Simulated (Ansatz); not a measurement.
CuN₂H₆²⁺, that is [Cu(NH3)2]+ with one electron fewer, relaxed as a doublet with UKS PBE0-D4/def2-TZVP in Ansatz, starting from the PBE0-D4/def2-TZVP geometry of the charge +1 singlet. Force threshold 0.02 eV/Å.

Start:

```xyz
9

Cu    0.000    0.000    0.000
N     1.509    0.734   -0.941
H     2.250    1.029   -0.309
H     1.257    1.551   -1.494
H     1.924    0.064   -1.584
N    -1.509   -0.734    0.941
H    -1.271   -1.585    1.445
H    -2.274   -0.973    0.314
H    -1.887   -0.086    1.628
```

```
step  energy (eV)  largest force component (eV/Å)  SCF passes
   1  -47692.0097                           0.509          20
   2  -47692.0185                           0.205          23
   3  -47692.0197                           0.037          24
   4  -47692.0197                           0.007          14
```

Force components are those of the run's own axes.

End:

| atom | x (Å) | y (Å) | z (Å) |
| --- | --- | --- | --- |
| Cu1 | 0.000 | 0.000 | 0.000 |
| N2 | 1.507 | 0.733 | -0.940 |
| H3 | 2.259 | 1.033 | -0.309 |
| H4 | 1.261 | 1.557 | -1.500 |
| H5 | 1.931 | 0.063 | -1.590 |
| N6 | -1.507 | -0.733 | 0.940 |
| H7 | -1.274 | -1.592 | 1.451 |
| H8 | -2.283 | -0.976 | 0.314 |
| H9 | -1.893 | -0.085 | 1.635 |

By distances, no bond broke or formed. The bond that changes most is N6–H9, from 1.02 to 1.03 Å (atoms count from 1).

No frequencies were taken in this run, so the end may be a saddle point.

Hardware: 2 threads of Intel Xeon Platinum 8259CL on a shared host. Wall time 21 s.
